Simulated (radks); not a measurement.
Results of a calculation; reference values are marked as such.
Removal energies from the palladium ion Pd11+, [Ar] 3d10 4s2 4p5, by Delta-SCF beside the eigenvalue of the level emptied. Code: a radial shooting solver on a logarithmic mesh with Libxc functionals. Model: scalar-relativistic Kohn-Sham, BLYP, spin-polarised, spherical densities, finite nucleus; Fermi nuclear charge, rms radius of each element as measured or else 0.836 A^(1/3) + 0.57 fm. Open shells are filled with parallel spins first.

removed from	final configuration	Delta-SCF (eV)	-eigenvalue (eV)
4p	[Ar] 3d10 4s2 4p4	262.94	251.46
4s	[Ar] 3d10 4s1 4p5	301.72	289.66
3d	[Ar] 3d9 4s2 4p5	579.31	553.00
3p	[Ne] 3s2 3p5 3d10 4s2 4p5	767.30	742.65
